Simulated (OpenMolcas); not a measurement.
**Multiconfigurational calculation on Sn IV**

Input:

```
&GATEWAY
Coord
1

Sn 0.0 0.0 0.0
Basis=ANO-RCC-VQZP
Group=XYZ
NoMove
AngMom=0.0 0.0 0.0
AMFI
&SEWARD
Relativistic=R03O02
* reference wave functions (RASSCF and RASSI steps not shown): 1 electron in 4 orbitals (5s 5p)
>>> COPY JOB001 $Project.JobIph
&CASPT2
Multistate=1 1
Frozen=9 9
IPEA=0.25
Imaginary=0.1
MaxIter=60
WThr=0.0 0.3 0.05
PrWF=0.5
NoMix
>>> COPY JOB002 $Project.JobIph
&CASPT2
Multistate=3 1 2 3
Frozen=9 9
IPEA=0.25
Imaginary=0.1
MaxIter=60
WThr=0.0 0.3 0.05
PrWF=0.5
NoMix
```

Launched by
```bash
OMP_NUM_THREADS=1 MOLCAS_MEM=2252 MOLCAS_PROJECT=a pymolcas a.inp > a.log  # once for each step of the input, in one work folder
```

Output, cut to the results:

```
--- CASPT2 ---
Orbital specifications:
      -----------------------

      Symmetry species                           1   2
                                                ag  au
      Frozen orbitals                            9   9
      Inactive orbitals                          5   0
      Active orbitals                            1   3
      Secondary orbitals                        36  30
      Deleted orbitals                           0   0
      Number of basis functions                 51  42
Type of calculation                        SS-CASPT2
      Fock operator                              state-specific
      IPEA shift                                 0.25
      Real shift                                 0.00
      Imaginary shift                            0.10
      The input orbitals will be transformed to quasi-canonical
Reference energy:       -6172.1970906939
      E2 (Non-variational):      -0.3953283688
      Shift correction:          -0.0000945929
      E2 (Variational):          -0.3954229617
      Total energy:           -6172.5925136556
      Residual norm:              0.0000002882
      Reference weight:           0.94648
      Contributions to the CASPT2 correlation energy
      Active & Virtual Only:         -0.0000000000
      One Inactive Excited:          -0.0526283967
      Two Inactive Excited:          -0.3426999721
::    CASPT2 Root  1     Total energy:  -6172.59251366
--- CASPT2 ---
Orbital specifications:
      -----------------------

      Symmetry species                           1   2
                                                ag  au
      Frozen orbitals                            9   9
      Inactive orbitals                          5   0
      Active orbitals                            1   3
      Secondary orbitals                        36  30
      Deleted orbitals                           0   0
      Number of basis functions                 51  42
Type of calculation                        MS-CASPT2
      Fock operator                              state-specific
      IPEA shift                                 0.25
      Real shift                                 0.00
      Imaginary shift                            0.10
      The input orbitals will be transformed to quasi-canonical
Reference energy:       -6171.8726879206
      E2 (Non-variational):      -0.3806496727
      Shift correction:          -0.0000930319
      E2 (Variational):          -0.3807427045
      Total energy:           -6172.2534306251
      Residual norm:              0.0000000633
      Reference weight:           0.94874
      Contributions to the CASPT2 correlation energy
      Active & Virtual Only:         -0.0000000000
      One Inactive Excited:          -0.0381123613
      Two Inactive Excited:          -0.3425373114
Reference energy:       -6171.8726879199
      E2 (Non-variational):      -0.3806496727
      Shift correction:          -0.0000930319
      E2 (Variational):          -0.3807427045
      Total energy:           -6172.2534306244
      Residual norm:              0.0000000633
      Reference weight:           0.94874
      Contributions to the CASPT2 correlation energy
      Active & Virtual Only:         -0.0000000000
      One Inactive Excited:          -0.0381123613
      Two Inactive Excited:          -0.3425373114
::    CASPT2 Root  1     Total energy:  -6172.25343063
::    CASPT2 Root  2     Total energy:  -6172.25343062
::    CASPT2 Root  3     Total energy:  -6172.25343062
::    MS-CASPT2 Root  1     Total energy:  -6172.25343063
::    MS-CASPT2 Root  2     Total energy:  -6172.25343062
::    MS-CASPT2 Root  3     Total energy:  -6172.25343062
```

Levels above the lowest, from the spin-orbit matrix with the single-state CASPT2 energies, averaged by term, on its diagonal:

```tsv
Configuration	Term	J	E (eV)	Measured (eV)	Term weight %
5s	2S	1/2	0.0000	0.0000	100
5p	2P*	1/2	8.810	8.6248	100
5p	2P*	3/2	9.435	9.4318	100
```

Against the 2 measured excited levels shown (Moore, Atomic Energy Levels, vol. III, NSRDS-NBS 35 (1971 reprint of NBS Circular 467, 1958)) the mean absolute deviation is 760 cm-1; the largest miss in energy is 5p 2P* 1/2: computed 8.810, measured 8.6248 eV (+2.1 %).

With one active electron, CASPT2 adds the correlation within the correlated inactive shells and between them and that electron, and leaves the splitting within a term as the reference gives it. Measured partners are found by configuration, term and J. A level has none where our copy of the source lacks it or the pairing is in doubt (some pairs that miss far off the trend of their configuration count as doubtful), and it then counts in no deviation. Levels of configurations outside the active space are missing.

The term weight is that of the spin-free term in the level, not the purity of its configuration. * marks odd parity.
